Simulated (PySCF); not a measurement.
Correlation energy of O (oxygen, neutral)

[He] 2s2 2p4, high-spin 3P determinant. Calculation: PySCF 2.14, in x2c-TZVPall (5s3p2d1f, 31 functions); scalar relativity by spin-free X2C-1e. Frozen: 1s2; 6 electrons correlated.

MP2 pair energies summed by pair of shells (mhartree):

```
 pair  energy  share (%)
2p-2p  -66.66       47.0
2s-2p  -64.89       45.8
2s-2s  -10.22        7.2
```

Total MP2 correlation energy: -141.77 mhartree.

Same-spin part -34.92 and opposite-spin part -106.85 mhartree; SCS-MP2 scales them by 1/3 and 6/5 to -139.86 mhartree.

```tsv
level	correlation energy (mhartree)
CCSD	-158.37
(T)	-2.85
CCSD(T)	-161.22
```

Diagnostics: T1 = 0.0064, D1 = 0.0103, largest double amplitude 0.043.

Cost of the coupled-cluster step: 0.32 s of wall time on 1 thread of Neoverse-V2 (shared host), for 6 correlated electrons.

Iterations:

```
CC2 = 0
CCSD nocc = (np.int64(4), np.int64(2)), nmo = (30, 30)
frozen orbitals [[0], [0]]
max_cycle = 100
direct = 0
conv_tol = 1e-08
conv_tol_normt = 1e-06
diis_space = 8
diis_start_cycle = 0
Init t2, MP2 energy = -0.141768374834514
Init E_corr(UCCSD) = -0.141768374840398
cycle = 1  E_corr(UCCSD) = -0.154722618510879  dE = -0.0129542437  norm(t1,t2) = 0.0273868
cycle = 2  E_corr(UCCSD) = -0.157205902199136  dE = -0.00248328369  norm(t1,t2) = 0.00962037
cycle = 3  E_corr(UCCSD) = -0.158400858098636  dE = -0.0011949559  norm(t1,t2) = 0.00463595
cycle = 4  E_corr(UCCSD) = -0.158340411302993  dE = 6.04467956e-05  norm(t1,t2) = 0.00137563
cycle = 5  E_corr(UCCSD) = -0.158363829802873  dE = -2.34184999e-05  norm(t1,t2) = 0.000343053
cycle = 6  E_corr(UCCSD) = -0.158368725381322  dE = -4.89557845e-06  norm(t1,t2) = 9.73333e-05
cycle = 7  E_corr(UCCSD) = -0.158367633580286  dE = 1.09180104e-06  norm(t1,t2) = 2.25689e-05
cycle = 8  E_corr(UCCSD) = -0.158367630583395  dE = 2.99689104e-09  norm(t1,t2) = 4.34264e-06
cycle = 9  E_corr(UCCSD) = -0.158367631265116  dE = -6.81721429e-10  norm(t1,t2) = 7.05079e-07
UCCSD converged
E(UCCSD) = -75.02624139945571  E_corr = -0.158367631265116
UCCSD(T) correction = -0.00284797618233055
```
